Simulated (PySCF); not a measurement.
## Where the electron goes

Species: C₆H₅ClFNS.
SMILES with atom numbers: `[CH3:1][S:2][c:3]1[cH:4][cH:5][n:6][c:7]([Cl:8])[c:9]1[F:10]` (hydrogens: H11, H12, H13 on C1; H14 on C4; H15 on C5)

Cartesian coordinates in Å at the PBE0-D3(BJ)/def2-SVP level; atoms count from 1:
```xyz
15
C6H5ClFNS angstrom
C      1.4164   -0.6157   -0.4248
S      0.1854   -1.9231   -0.3254
C     -1.3129   -1.0231   -0.4162
C     -1.4426    0.3661   -0.5506
C     -2.7188    0.9179   -0.6033
N     -3.8362    0.2009   -0.5335
C     -3.7255   -1.1032   -0.4086
Cl    -5.1666   -2.0533   -0.3148
C     -2.4980   -1.7633   -0.3456
F     -2.4349   -3.0793   -0.2190
H      1.3342    0.0865    0.4173
H      2.3865   -1.1273   -0.3631
H      1.3632   -0.0756   -1.3810
H     -0.5686    1.0139   -0.6130
H     -2.8404    2.0012   -0.7075
```

Computed, not measured: TDDFT PBE0/def2-SVPD, vertical, gas phase, core orbitals frozen in the response in PySCF 2.14.0, density-fitted response routines.

Frontier orbitals with the atoms that hold most of them (Löwdin shares over 4%, at most four atoms; ? is withheld):

| orbital | ε (eV) | atoms |
| --- | --- | --- |
| HOMO-3 | -9.20 | Cl8 83%, C7 8% |
| HOMO-2 | -8.20 | N6 58%, C5 11%, C7 9%, Cl8 5% |
| HOMO-1 | -7.62 | ? |
| HOMO | -7.02 | S2 48%, C9 11%, C3 10%, N6 7% |
| LUMO | -1.30 | ? |
| LUMO+1 | -0.90 | C5 21%, C9 18%, C4 18%, C7 13% |
| LUMO+2 | 0.04 | S2 41%, C1 18%, H13 9%, H11 9% |

Question: Give the leading atoms of the LUMO.

Answer: C3 (bonded to 2 C and S) 23%; N6 (bonded to 2 C) 21%; C7 (bonded to C, Cl and N) 14%; C4 (bonded to 2 C and H) 11%. By element: carbon 47% or more, nitrogen 21%.

Question: Give the leading atoms of the HOMO-1.

Answer: Cl8 (bonded to C) 22%; C4 (bonded to 2 C and H) 20%; C7 (bonded to C, Cl and N) 14%; C5 (bonded to C, N and H) 14%. By element: carbon 48% or more, chlorine 22%.

Question: The HOMO–LUMO gap is 5.72 eV. Where does the response calculation put the lowest singlet, and from which orbitals?

Answer: S1 is at 4.88 eV (f = 0.075), 0.83 eV below the gap, made of HOMO→LUMO+1 (41%), HOMO→LUMO (33%), HOMO-1→LUMO (20%). Its leading pair isn't HOMO and LUMO; the energies of that pair differ by 6.12 eV. 

Question: Give energy, strength and leading configuration of S3, S4 and S8, and follow the Löwdin shares of the leading atoms from the occupied to the empty orbital.

Answer: 
- S3 (5.27 eV, f 0.0032), HOMO-2→LUMO (99%): N6 58% → 21%, C5 11% → at most 11%, C3 at most 6% → 23%
- S4 (5.60 eV, f 0.0000), HOMO-2→LUMO+1 (99%): N6 58% → at most 13%, C5 11% → 21%, C9 at most 6% → 18%
- S8 (6.16 eV, f 0.370), HOMO-1→LUMO+1 (85%): Cl8 22% → at most 13%, C4 20% → 18%, C5 14% → 21%, C9 at most 14% → 18%

Time: 12 min wall. Hardware: one thread of an Arm Neoverse N1, no GPU, on a shared host.

One conformer stands for the species.
